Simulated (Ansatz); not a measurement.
CH$_{4}$N (SMILES C[NH]), doublet, at a GFN2-xTB geometry; PBE0/def2-QZVPPD run with Ansatz (a quantum-chemistry and plane-wave program).

The Ansatz input:
Ansatz 0.2 input:
```yaml
crystal:
  periodic: [false, false, false]
  atoms:
    - {symbol: C, position_ang: [0.05090308, 0.60657921, 0.04088531]}
    - {symbol: N, position_ang: [0.00214245, -0.78641762, 0.06273665]}
    - {symbol: H, position_ang: [-0.95624751, 1.05804230, 0.01396982]}
    - {symbol: H, position_ang: [-0.49330169, -1.14841740, -0.75166274]}
    - {symbol: H, position_ang: [0.58554129, 0.96413175, 0.92219723]}
    - {symbol: H, position_ang: [0.54359232, 0.99169139, -0.86897269]}
basis:
  gaussian:
    orbitals: def2-QZVPPD.json
hamiltonian:
  xc: pbe0
magnetization: {spin_polarized: true, initial_magnetization: 1}
```
The basis file holds def2-QZVPPD in the JSON format of the Basis Set Exchange.

Output, abridged:

```
Functional definition: PBE0
626 factors; their error is unknown
mean field evaluation 1: about -2583.4277 eV, gradient 3.3e1 eV
mean field evaluation 2: about -2581.2806 eV, gradient 3.9e1 eV
mean field evaluation 4: about -2588.3233 eV, gradient 2.1e0 eV
mean field evaluation 8: about -2588.3416 eV, gradient 2.2e-2 eV
mean field evaluation 16: about -2588.3416 eV, gradient 3.1e-5 eV
mean field -2588.34158796 eV, -95.1197989165 hartree, gradient 3.1e-5 eV, S^2 0.754801; 0 other end points of the search recorded, 0 dependent functions left out
reference -2588.34161793 eV, -95.1198000178 hartree; 9, 8 occupied and 249, 250 virtual orbitals, 626 factors
Total energy: -2588.34161793 eV, -95.1198000178 hartree
```
